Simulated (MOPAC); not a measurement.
MOPAC input (PM7):

```
PM7 1SCF GEO-OK AUX(PRECISION=9) THREADS=1
C2H7ClSi2

C    -3.12804200 1    0.46182700 1   -0.00699800 1
C    -1.92620400 1    0.31765600 1   -0.56232100 1
Si   -0.80205300 1   -1.13094700 1   -0.24175800 1
Si    1.14383700 1   -0.37076300 1    0.82357500 1
Cl    1.95581800 1    1.13535400 1   -0.36576600 1
H    -3.54499800 1   -0.28441700 1    0.66088300 1
H    -3.74958700 1    1.33071900 1   -0.19614700 1
H    -1.56430000 1    1.10431400 1   -1.21997700 1
H    -1.49536400 1   -2.11911400 1    0.62267900 1
H    -0.39436500 1   -1.78717300 1   -1.50891500 1
H     0.86211700 1    0.22102000 1    2.15115900 1
H     2.17809400 1   -1.41932800 1    0.97880400 1
```

Output:

```
 *******************************************************************************
 **                                                                           **
 **                              MOPAC v23.2.5                                **
 **                                                                           **
 *******************************************************************************
 ** MOPAC's Digital Object Identifier: https://doi.org/10.5281/zenodo.6511958 **
 **                                                                           **
 ** Please cite the open-source release paper for use of this MOPAC version:  **
 ** J. E. Moussa and J. J. P. Stewart (2026)                                  **
 ** MOPAC: An open-source semiempirical molecular orbital program             **
 ** J. Open Source Softw., 11(119), 8025, https://doi.org/10.21105/joss.08025 **
 *******************************************************************************

                              PM7 CALCULATION RESULTS

 *******************************************************************************
 *  PM7        - The PM7 Hamiltonian to be used
 *  GEO-OK     - OVERRIDE INTERATOMIC DISTANCE AND OTHER SAFETY CHECKS
 *  1SCF       - DO 1 SCF AND THEN STOP
 *  AUX        - OUTPUT AUXILIARY INFORMATION
 *******************************************************************************
PM7 1SCF GEO-OK AUX(PRECISION=9) THREADS=1
 C2H7ClSi2

   ATOM   CHEMICAL          X               Y               Z
  NUMBER   SYMBOL      (ANGSTROMS)     (ANGSTROMS)     (ANGSTROMS)

     1       C         -3.12804200  *   0.46182700  *  -0.00699800  *
     2       C         -1.92620400  *   0.31765600  *  -0.56232100  *
     3      Si         -0.80205300  *  -1.13094700  *  -0.24175800  *
     4      Si          1.14383700  *  -0.37076300  *   0.82357500  *
     5      Cl          1.95581800  *   1.13535400  *  -0.36576600  *
     6       H         -3.54499800  *  -0.28441700  *   0.66088300  *
     7       H         -3.74958700  *   1.33071900  *  -0.19614700  *
     8       H         -1.56430000  *   1.10431400  *  -1.21997700  *
     9       H         -1.49536400  *  -2.11911400  *   0.62267900  *
    10       H         -0.39436500  *  -1.78717300  *  -1.50891500  *
    11       H          0.86211700  *   0.22102000  *   2.15115900  *
    12       H          2.17809400  *  -1.41932800  *   0.97880400  *

          CARTESIAN COORDINATES

    NO.       ATOM           X           Y           Z

     1         C         -3.1280      0.4618     -0.0070
     2         C         -1.9262      0.3177     -0.5623
     3        Si         -0.8021     -1.1309     -0.2418
     4        Si          1.1438     -0.3708      0.8236
     5        Cl          1.9558      1.1354     -0.3658
     6         H         -3.5450     -0.2844      0.6609
     7         H         -3.7496      1.3307     -0.1961
     8         H         -1.5643      1.1043     -1.2200
     9         H         -1.4954     -2.1191      0.6227
    10         H         -0.3944     -1.7872     -1.5089
    11         H          0.8621      0.2210      2.1512
    12         H          2.1781     -1.4193      0.9788

 General Reference for PM7:
 "Optimization of Parameters for Semiempirical Methods VI: More Modifications to the
 NDDO Approximations and Re-optimization of Parameters", J. J. P. Stewart, J. Mol. Mod., 1:32, 19 (2013)
 https://link.springer.com/article/10.1007/s00894-012-1667-x

           Empirical Formula: C2 H7 Si2 Cl  =    12 atoms

      MOLECULAR POINT GROUP   :   C1

      RHF CALCULATION, NO. OF DOUBLY OCCUPIED LEVELS = 15

 -------------------------------------------------------------------------------
 PM7 1SCF GEO-OK AUX(PRECISION=9) THREADS=1
 C2H7ClSi2

     1SCF WAS SPECIFIED, SO BFGS WAS NOT USED
     SCF FIELD WAS ACHIEVED

                              PM7 CALCULATION
                                                       MOPAC v23.2.5 Linux

          FINAL HEAT OF FORMATION =        -17.43115 KCAL/MOL =     -72.93194 KJ/MOL

          COSMO AREA              =        163.35 SQUARE ANGSTROMS
          COSMO VOLUME            =        164.22 CUBIC ANGSTROMS

          IONIZATION POTENTIAL    =         10.474586 EV
          HOMO LUMO ENERGIES (EV) =        -10.475 -0.673
          NO. OF FILLED LEVELS    =         15
          MOLECULAR WEIGHT        =        122.7013         POINT GROUP:  C1

          MOLECULAR DIMENSIONS (Angstroms)

            Atom       Atom       Distance
            H    12    H     7     6.63933
            H     9   Cl     5     4.58812
            H    11    H    10     4.06624

          SCF CALCULATIONS        =          1

   ATOM   CHEMICAL          X               Y               Z
  NUMBER   SYMBOL      (ANGSTROMS)     (ANGSTROMS)     (ANGSTROMS)

     1       C         -3.12804200  *   0.46182700  *  -0.00699800  *
     2       C         -1.92620400  *   0.31765600  *  -0.56232100  *
     3      Si         -0.80205300  *  -1.13094700  *  -0.24175800  *
     4      Si          1.14383700  *  -0.37076300  *   0.82357500  *
     5      Cl          1.95581800  *   1.13535400  *  -0.36576600  *
     6       H         -3.54499800  *  -0.28441700  *   0.66088300  *
     7       H         -3.74958700  *   1.33071900  *  -0.19614700  *
     8       H         -1.56430000  *   1.10431400  *  -1.21997700  *
     9       H         -1.49536400  *  -2.11911400  *   0.62267900  *
    10       H         -0.39436500  *  -1.78717300  *  -1.50891500  *
    11       H          0.86211700  *   0.22102000  *   2.15115900  *
    12       H          2.17809400  *  -1.41932800  *   0.97880400  *

                             CARTESIAN COORDINATES

   1    C       -3.128042000     0.461827000    -0.006998000
   2    C       -1.926204000     0.317656000    -0.562321000
   3   Si       -0.802053000    -1.130947000    -0.241758000
   4   Si        1.143837000    -0.370763000     0.823575000
   5   Cl        1.955818000     1.135354000    -0.365766000
   6    H       -3.544998000    -0.284417000     0.660883000
   7    H       -3.749587000     1.330719000    -0.196147000
   8    H       -1.564300000     1.104314000    -1.219977000
   9    H       -1.495364000    -2.119114000     0.622679000
  10    H       -0.394365000    -1.787173000    -1.508915000
  11    H        0.862117000     0.221020000     2.151159000
  12    H        2.178094000    -1.419328000     0.978804000

           Empirical Formula: C2 H7 Si2 Cl  =    12 atoms

      MOLECULAR POINT GROUP   :   C1

                  EIGENVALUES
 -27.63778 -25.77513 -20.71749 -18.77038 -16.61605 -15.43664 -14.06719 -13.55625
 -13.16903 -12.74719 -12.25817 -11.46507 -11.33321 -11.25712 -10.47459  -0.67336
   0.01575   0.73494   1.46234   1.90338   2.23757   5.29106   5.31657   5.65427
   6.06589   6.30731   7.56582  18.79911  19.00951  20.02787  20.12468  20.35548
  21.64268  21.92699  22.00465  22.65777  23.00390  70.96200  71.07712  71.08745
  71.51798  71.52051

              NET ATOMIC CHARGES AND DIPOLE CONTRIBUTIONS

  ATOM NO.   TYPE          CHARGE      No. of ELECS.   s-Pop       p-Pop       d-Pop
    1          C          -0.229957        4.2300     1.09910     3.13086
    2          C          -0.317353        4.3174     1.10510     3.21225
    3         Si           0.049887        3.9501     0.89286     2.92408     0.13317
    4         Si           0.109373        3.8906     0.93276     2.82885     0.12902
    5         Cl          -0.287390        7.2874     1.98326     5.30192     0.00220
    6          H           0.141181        0.8588     0.85882
    7          H           0.144062        0.8559     0.85594
    8          H           0.165190        0.8348     0.83481
    9          H           0.048694        0.9513     0.95131
   10          H           0.057110        0.9429     0.94289
   11          H           0.059531        0.9405     0.94047
   12          H           0.059671        0.9403     0.94033
 DIPOLE           X         Y         Z       TOTAL
 POINT-CHG.    -1.727    -2.753     1.716     3.675
 HYBRID        -0.115     1.157    -0.494     1.263
 SUM           -1.842    -1.596     1.223     2.726

          ATOMIC ORBITAL ELECTRON POPULATIONS

     Atom    s        px        py        pz      x^2-y^2     xz        z^2       yz        xy
    1  C   1.09910   1.02712   1.09325   1.01050
    2  C   1.10510   1.04209   1.11712   1.05304
    3 Si   0.89286   0.94513   0.93788   1.04107   0.02349   0.02395   0.01683   0.03407   0.03483
    4 Si   0.93276   1.02338   0.86391   0.94156   0.01713   0.01793   0.03488   0.02267   0.03640
    5 Cl   1.98326   1.87051   1.65438   1.77703   0.00039   0.00027   0.00029   0.00070   0.00057
    6  H   0.85882
    7  H   0.85594
    8  H   0.83481
    9  H   0.95131
   10  H   0.94289
   11  H   0.94047
   12  H   0.94033

 **********************
 *                    *
 * JOB ENDED NORMALLY *
 *                    *
 **********************

 == MOPAC DONE ==
```

The geometry given is a B3LYP-D3(BJ)/def2-TZVP minimum.
